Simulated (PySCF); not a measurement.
# Atomic charges by several schemes

Compound: C7H10F2O2.
Structure used (PBE0-D3(BJ)/def2-SVP), in Å, numbered top down from 1:
```xyz
21
C7H10F2O2 angstrom
C      2.3469    1.0972    0.5858
C      1.1524    0.1708    0.6987
C      1.3308   -1.1368   -0.0876
O      0.2036   -1.9607   -0.0043
C     -0.9204   -1.3766   -0.5923
C     -1.3276   -0.0965    0.1542
C     -2.5207    0.5916   -0.4695
F     -2.3185    0.7660   -1.7954
F     -3.6193   -0.1889   -0.3270
C     -0.1392    0.8422    0.2774
O     -0.2288    2.0273    0.0637
H      2.5187    1.3899   -0.4613
H      3.2591    0.6117    0.9632
H      2.1796    2.0207    1.1560
H      0.9951   -0.1246    1.7537
H      2.1804   -1.7055    0.3174
H      1.5620   -0.8968   -1.1463
H     -0.7288   -1.1294   -1.6539
H     -1.7383   -2.1089   -0.5577
H     -1.6107   -0.3890    1.1807
H     -2.7192    1.5766   -0.0189
```

Density: PBE0/pcSseg-1 (PySCF); schemes: Mulliken, IAO, Hirshfeld and ESP-fitted. Isolated species at its PBE0-D3(BJ)/def2-SVP geometry (one conformer only).

**Question.** Give the atomic charges in each scheme.

**Answer.** In e; atoms taken as equivalent share a row and are averaged (×n: the atom named and its like, n in all):

```tsv
atom	environment	Mulliken	IAO	Hirshfeld	ESP-fitted
C1	methyl carbon	-0.192	-0.413	-0.116	-0.623
C2	sp3 carbon next to a carbonyl	-0.411	-0.174	-0.039	+0.259
C3	sp3 carbon bound to oxygen	+0.128	-0.049	+0.007	-0.005
O4	cyclic ether oxygen	-0.497	-0.382	-0.139	-0.412
C5	sp3 carbon bound to oxygen	+0.137	-0.053	0.000	+0.117
C6	sp3 carbon next to a carbonyl	-0.448	-0.221	-0.065	-0.146
C7	CHF2 carbon	+0.612	+0.450	+0.146	+0.271
F8	fluorine of a CF2 group	-0.301	-0.302	-0.095	-0.197
F9	fluorine of a CF2 group	-0.305	-0.308	-0.103	-0.216
C10	ketone carbonyl carbon	+0.322	+0.379	+0.167	+0.382
O11	ketone oxygen	-0.352	-0.408	-0.213	-0.450
H12/H13/H14	methyl hydrogen	+0.126	+0.148	+0.044	+0.161
H15	methine hydrogen	+0.154	+0.153	+0.048	+0.018
H16	methylene hydrogen	+0.133	+0.155	+0.052	+0.098
H17	methylene hydrogen	+0.102	+0.115	+0.035	+0.063
H18	methylene hydrogen	+0.116	+0.127	+0.031	+0.060
H19	methylene hydrogen	+0.142	+0.164	+0.051	+0.097
H20	methine hydrogen	+0.171	+0.170	+0.054	+0.091
H21	methine hydrogen	+0.112	+0.156	+0.047	+0.109
```

Mean size of the charges over all atoms: Mulliken 0.239 e, IAO 0.220 e, ESP-fitted 0.195 e, Hirshfeld 0.073 e. Each set sums to the total charge, 0, to within 0.001 e. The IAO scheme counts the electrons in orthogonalised intrinsic atomic orbitals, a minimal basis polarised so that it spans the occupied orbitals exactly.

Lowest charge. The schemes don't all agree: Mulliken O4 (-0.497); IAO C1 (-0.413); Hirshfeld O11 (-0.213); ESP-fitted C1 (-0.623).

Highest charge. The schemes don't all agree: Mulliken C7 (+0.612); IAO C7 (+0.450); Hirshfeld C10 (+0.167); ESP-fitted C10 (+0.382).

**Question.** How closely do the schemes follow one another over all atoms?

**Answer.** Correlation coefficient and root-mean-square difference: IAO with Hirshfeld 0.97, 0.164 e; Mulliken with IAO 0.91, 0.114 e; Mulliken with Hirshfeld 0.89, 0.204 e; Hirshfeld with ESP-fitted 0.88, 0.174 e; IAO with ESP-fitted 0.86, 0.132 e; Mulliken with ESP-fitted 0.69, 0.211 e.

**Question.** Sum the charges by element.

**Answer.** 
```csv
element,atoms,Mulliken,IAO,Hirshfeld,ESP-fitted
C,7,+0.148,-0.083,+0.100,+0.254
O,2,-0.849,-0.790,-0.352,-0.862
F,2,-0.605,-0.609,-0.199,-0.413
H,10,+1.307,+1.482,+0.451,+1.020
```

These values come from a run that also computed NMR shieldings. Time: 27 s wall, 68 s CPU; peak memory 1.8 GiB. Hardware: AMD EPYC 7R43, 2 threads, no GPU, on a shared host.
